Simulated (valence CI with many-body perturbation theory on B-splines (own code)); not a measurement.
# Forbidden lines of Au²⁸⁺

Computed by relativistic CI+MBPT: five valence electrons over a frozen Dirac-Fock core [Kr] 4d10, radial functions for each j: 7 s, 7 p, 7 d, 7 f, 4 g, 2 h, with the one-electron correlation potential Σ1, the two-electron term Σ2, the three-electron term Σ3, Breit, model QED; selected CI, second order for the rest, scaled by the run's own slope (own B-spline code, finite nucleus).

No measured spectrum was set against this ion. As an estimate, large intervals hold to a few tenths of a per cent, small ones and those within an open d or f shell to about a per cent. Core correlation moves these levels by up to 4900 cm⁻¹, and in measured spectra 5 to 20 % of such shifts remained as error; rates that hang on mixing are uncertain with them. Among the levels kept, up to 790 cm⁻¹ of a level comes from second order outside the variational space, and about a tenth of that is noise between levels of different J, which matters for small intervals. Only levels of the ground parity were solved; by the run's estimate the other parity begins above the list, which can be wrong where configurations are misplaced.

Lines 1 to 50 of 119 in falling wavelength, among levels below 134880 cm⁻¹, chosen from the decays that carry over 1 % of a level's rate. Wavelengths and rates use the calculated energies. Weak lines are less certain than strong ones. Lines between different terms over intervals too small for the method are left out, as are lines whose strength nearly cancels. Where a level lies close to another of its J and parity, the split of strength between their lines is uncertain.

Levels are named by their leading jj configuration (3d3/2^4 stands for four electrons in 3d with j = 3/2), which in mixed levels can hold well under half, so a name can repeat and another be missing. Letters in brackets count levels of one name in rising energy.

| λ vac (nm) | Upper | Lower | Type | A (s⁻¹) | Branch % |
| --- | --- | --- | --- | --- | --- |
| 3432 | (4f5/2^4 4f7/2) J=1/2 | (4f5/2^4 4f7/2) J=3/2 | M1 | 2.74e+00 | 98.9 |
| 1908 | (4f5/2^3 4f7/2^2) J=21/2 | (4f5/2^3 4f7/2^2) J=19/2 | M1 | 2.36e+00 | 100.0 |
| 1270 | (4f5/2^4 4f7/2) J=13/2 | (4f5/2^3 4f7/2^2) J=11/2 [a] | M1 | 2.68e+01 | 100.0 |
| 1203 | (4f5/2^3 4f7/2^2) J=17/2 [b] | (4f5/2^3 4f7/2^2) J=19/2 | M1 | 6.27e-01 | 1.9 |
| 1001 | (4f5/2^3 4f7/2^2) J=17/2 [b] | (4f5/2^3 4f7/2^2) J=15/2 [b] | M1 | 1.62e+01 | 48.4 |
| 885.3 | (4f5/2^3 4f7/2^2) J=11/2 [a] | (4f5/2^3 4f7/2^2) J=9/2 [a] | M1 | 1.11e+02 | 100.0 |
| 863.5 | (4f5/2^3 4f7/2^2) J=11/2 [b] | (4f5/2^3 4f7/2^2) J=9/2 [b] | M1 | 3.83e+01 | 23.8 |
| 771.9 | (4f5/2^4 4f7/2) J=5/2 | (4f5/2^4 4f7/2) J=7/2 | M1 | 1.21e+01 | 2.1 |
| 764.1 | (4f5/2^3 4f7/2^2) J=19/2 | (4f5/2^3 4f7/2^2) J=17/2 [a] | M1 | 6.19e+01 | 100.0 |
| 760.1 | (4f5/2^3 4f7/2^2) J=3/2 [b] | (4f5/2^3 4f7/2^2) J=5/2 [b] | M1 | 5.11e+01 | 10.0 |
| 759.5 | (4f5/2^3 4f7/2^2) J=9/2 [d] | (4f5/2^3 4f7/2^2) J=7/2 [b] | M1 | 6.23e+01 | 9.1 |
| 740.4 | (4f5/2^3 4f7/2^2) J=9/2 [b] | (4f5/2^3 4f7/2^2) J=7/2 [a] | M1 | 1.10e+02 | 78.2 |
| 703.2 | (4f5/2^3 4f7/2^2) J=7/2 [a] | (4f5/2^3 4f7/2^2) J=9/2 [a] | M1 | 1.09e+01 | 2.8 |
| 682.4 | (4f5/2^3 4f7/2^2) J=5/2 [b] | (4f5/2^3 4f7/2^2) J=5/2 [a] | M1 | 4.82e+01 | 2.7 |
| 646.5 | (4f5/2^3 4f7/2^2) J=9/2 [a] | (4f5/2^4 4f7/2) J=7/2 | M1 | 3.09e+02 | 100.0 |
| 630.0 | (4f5/2^3 4f7/2^2) J=9/2 [c] | (4f5/2^3 4f7/2^2) J=9/2 [b] | M1 | 2.13e+01 | 1.1 |
| 608.6 | (4f5/2^3 4f7/2^2) J=9/2 [b] | (4f5/2^3 4f7/2^2) J=11/2 [a] | M1 | 6.71e+00 | 4.8 |
| 603.8 | (4f5/2^3 4f7/2^2) J=17/2 [a] | (4f5/2^3 4f7/2^2) J=15/2 [a] | M1 | 7.81e+01 | 12.3 |
| 597.6 | (4f5/2^3 4f7/2^2) J=7/2 [a] | (4f5/2^4 4f7/2) J=5/2 | M1 | 2.37e+02 | 60.8 |
| 541.6 | (4f5/2^3 4f7/2^2) J=5/2 [a] | (4f5/2^3 4f7/2^2) J=7/2 [a] | M1 | 8.22e+01 | 3.0 |
| 535.4 | (4f5/2^3 4f7/2^2) J=3/2 [b] | (4f5/2^3 4f7/2^2) J=3/2 [a] | M1 | 1.29e+01 | 2.5 |
| 529.8 | (4f5/2^3 4f7/2^2) J=15/2 [a] | (4f5/2^4 4f7/2) J=15/2 | M1 | 3.37e+02 | 79.1 |
| 523.3 | (4f5/2^3 4f7/2^2) J=15/2 [a] | (4f5/2^4 4f7/2) J=13/2 | M1 | 8.91e+01 | 20.9 |
| 503.1 | (4f5/2^4 4f7/2) J=7/2 | (4f5/2^5) J=5/2 | M1 | 4.99e+02 | 100.0 |
| 496.9 | (4f5/2^3 4f7/2^2) J=7/2 [b] | (4f5/2^3 4f7/2^2) J=5/2 [a] | M1 | 2.65e+02 | 13.7 |
| 496.6 | (4f5/2^3 4f7/2^2) J=11/2 [b] | (4f5/2^4 4f7/2) J=13/2 | M1 | 5.49e+00 | 3.4 |
| 478.6 | (4f5/2^2 4f7/2^3) J=15/2 | (4f5/2^3 4f7/2^2) J=17/2 [a] | M1 | 6.73e+01 | 3.0 |
| 467.2 | (4f5/2^3 4f7/2^2) J=17/2 [b] | (4f5/2^3 4f7/2^2) J=17/2 [a] | M1 | 8.87e+00 | 26.6 |
| 462.7 | (4f5/2^3 4f7/2^2) J=15/2 [b] | (4f5/2^3 4f7/2^2) J=13/2 [a] | M1 | 2.79e+02 | 49.5 |
| 446.9 | (4f5/2^3 4f7/2^2) J=9/2 [d] | (4f5/2^3 4f7/2^2) J=9/2 [c] | M1 | 4.95e+01 | 7.2 |
| 411.6 | (4f5/2^3 4f7/2^2) J=5/2 [c] | (4f5/2^3 4f7/2^2) J=5/2 [b] | M1 | 6.13e+01 | 2.5 |
| 398.7 | (4f5/2^3 4f7/2^2) J=7/2 [b] | (4f5/2^3 4f7/2^2) J=9/2 [b] | M1 | 8.09e+01 | 4.2 |
| 396.3 | (4f5/2^3 4f7/2^2) J=13/2 [a] | (4f5/2^4 4f7/2) J=15/2 | M1 | 1.08e+01 | 1.4 |
| 392.6 | (4f5/2^3 4f7/2^2) J=13/2 [a] | (4f5/2^4 4f7/2) J=13/2 | M1 | 3.84e+02 | 51.5 |
| 385.3 | (4f5/2^3 4f7/2^2) J=11/2 [d] | (4f5/2^3 4f7/2^2) J=11/2 [c] | M1 | 1.31e+02 | 23.2 |
| 375.0 | (4f5/2^3 4f7/2^2) J=9/2 [d] | (4f5/2^3 4f7/2^2) J=11/2 [b] | M1 | 3.61e+01 | 5.3 |
| 373.8 | (4f5/2^3 4f7/2^2) J=11/2 [d] | (4f5/2^3 4f7/2^2) J=13/2 [a] | M1 | 1.26e+01 | 2.2 |
| 370.1 | (4f5/2^4 4f7/2) J=9/2 | (4f5/2^3 4f7/2^2) J=9/2 [c] | M1 | 1.58e+02 | 9.1 |
| 360.7 | (4f5/2^3 4f7/2^2) J=9/2 [b] | (4f5/2^3 4f7/2^2) J=9/2 [a] | M1 | 1.58e+01 | 11.3 |
| 359.6 | (4f5/2^3 4f7/2^2) J=3/2 [b] | (4f5/2^3 4f7/2^2) J=5/2 [a] | M1 | 6.62e+01 | 13.0 |
| 358.1 | (4f5/2^3 4f7/2^2) J=13/2 [b] | (4f5/2^3 4f7/2^2) J=11/2 [c] | M1 | 4.22e+02 | 57.0 |
| 357.5 | (4f5/2^3 4f7/2^2) J=15/2 [b] | (4f5/2^3 4f7/2^2) J=15/2 [a] | M1 | 1.55e+02 | 27.4 |
| 357.0 | (4f5/2^3 4f7/2^2) J=11/2 [b] | (4f5/2^3 4f7/2^2) J=11/2 [a] | M1 | 8.55e+00 | 5.3 |
| 348.2 | (4f5/2^3 4f7/2^2) J=13/2 [b] | (4f5/2^3 4f7/2^2) J=13/2 [a] | M1 | 1.71e+02 | 23.1 |
| 340.4 | (4f5/2^3 4f7/2^2) J=9/2 [c] | (4f5/2^3 4f7/2^2) J=7/2 [a] | M1 | 3.15e+01 | 1.6 |
| 336.8 | (4f5/2^3 4f7/2^2) J=7/2 [a] | (4f5/2^4 4f7/2) J=7/2 | M1 | 1.28e+02 | 32.9 |
| 335.4 | (4f5/2^3 4f7/2^2) J=5/2 [c] | (4f5/2^3 4f7/2^2) J=3/2 [a] | M1 | 7.04e+02 | 29.3 |
| 321.6 | (4f5/2^2 4f7/2^3) J=15/2 | (4f5/2^3 4f7/2^2) J=13/2 [a] | M1 | 5.39e+01 | 2.4 |
| 319.3 | (4f5/2^4 4f7/2) J=9/2 | (4f5/2^3 4f7/2^2) J=11/2 [b] | M1 | 8.25e+01 | 4.8 |
| 316.4 | (4f5/2^3 4f7/2^2) J=7/2 [d] | (4f5/2^3 4f7/2^2) J=5/2 [b] | M1 | 3.08e+02 | 23.9 |
